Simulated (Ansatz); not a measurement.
Ansatz (a quantum-chemistry and plane-wave program) input (RI-MP2/cc-pV(Q+d)Z):
A basis named .json is the Basis Set Exchange file of that set.

Ansatz 0.2 input:
```yaml
crystal:
  periodic: [false, false, false]
  atoms:
    - {symbol: C, position_ang: [-0.58948698, 0.07484221, -0.49893396]}
    - {symbol: C, position_ang: [0.83140566, -0.16547035, -0.19588443]}
    - {symbol: Cl, position_ang: [1.03358835, -1.27116161, 1.24227772]}
    - {symbol: Cl, position_ang: [1.72363634, 1.35556209, 0.07352472]}
    - {symbol: Cl, position_ang: [-1.36654689, -1.03321451, -1.54127038]}
    - {symbol: Cl, position_ang: [-1.55295915, 1.02081697, 0.53079250]}
    - {symbol: H, position_ang: [1.30727087, -0.68028146, -1.02160706]}
basis:
  gaussian:
    orbitals: cc-pV_Q+d_Z.json
    fitting: {mean_field: def2-universal-jkfit, correlation: cc-pVQZ-RIFIT.json}
magnetization: {spin_polarized: true, initial_magnetization: 1}
correlation: {method: mp2, electrons: outside_noble_gas}
```

Output:

```
Functional definition: HF
integrals: 1.00 GiB planned
680 factors; integrals over basis functions are off by at most 3.7e0 eV
mean field: 2.18 GiB planned
mean field evaluation 1: about -52090.2642 eV, gradient 1.8e1 eV
mean field evaluation 2: about -52092.1211 eV, gradient 1.2e1 eV
mean field evaluation 4: about -52092.9801 eV, gradient 1.3e0 eV
mean field evaluation 8: about -52093.0173 eV, gradient 8.6e-4 eV
mean field -52093.01728970 eV, -1914.3830754811 hartree, gradient 1.9e-6 eV, S^2 0.774001; 0 other end points of the search recorded, 0 dependent functions left out
22 core orbitals not correlated
951 factors; their error is unknown
reference -52093.01728970 eV, -1914.3830754811 hartree; 19, 18 occupied and 355, 356 virtual orbitals, 951 factors
second order -31.49567646 eV of doubles, -0.00000000 eV of singles
Total energy: -52124.51296616 eV, -1915.5405202425 hartree
```

It need not be the lowest isomer of its formula.
